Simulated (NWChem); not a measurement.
System: C₅H₁₂Si; SMILES C[Si](C)(C)C=C

```xyz
18

C      0.0954     2.5197     0.0002
C      0.7767     1.3677     0.0015
Si     0.0065    -0.3484    -0.0001
C      0.5795    -1.2767     1.5383
C      0.5876    -1.2775    -1.5348
C     -1.8711    -0.2036    -0.0048
H      0.5935     3.4965     0.0013
H     -1.0007     2.5448    -0.0019
H      1.8750     1.4353     0.0037
H      0.1652    -2.2976     1.5617
H      0.2596    -0.7588     2.4561
H      1.6777    -1.3606     1.5657
H      1.6864    -1.3549    -1.5597
H      0.1793    -2.3009    -1.5565
H      0.2665    -0.7640    -2.4547
H     -2.2367     0.3307     0.8864
H     -2.2321     0.3339    -0.8959
H     -2.3342    -1.2033    -0.0079
```
Atoms are numbered in this order, from 1.

Geometry: optimised at PBE0/def2-SVP. Not confirmed as a minimum by frequencies.

Q: List the 6 lowest vertical singlet excitations from B3LYP/6-31+G* (spherical d), TDA (NWChem).

A: 
| state | energy (eV) | oscillator strength | leading excitation (squared amplitude) |
|---|---|---|---|
| S1 | 6.33 | 0.062 | HOMO → LUMO+1 (0.96) |
| S2 | 6.47 | 0.007 | HOMO−1 → LUMO (0.97) |
| S3 | 6.83 | 0.346 | HOMO → LUMO (0.63) |
| S4 | 6.89 | 0.001 | HOMO → LUMO+2 (0.90) |
| S5 | 6.94 | 0.018 | HOMO−2 → LUMO (0.97) |
| S6 | 6.99 | 0.002 | HOMO → LUMO+3 (0.86) |
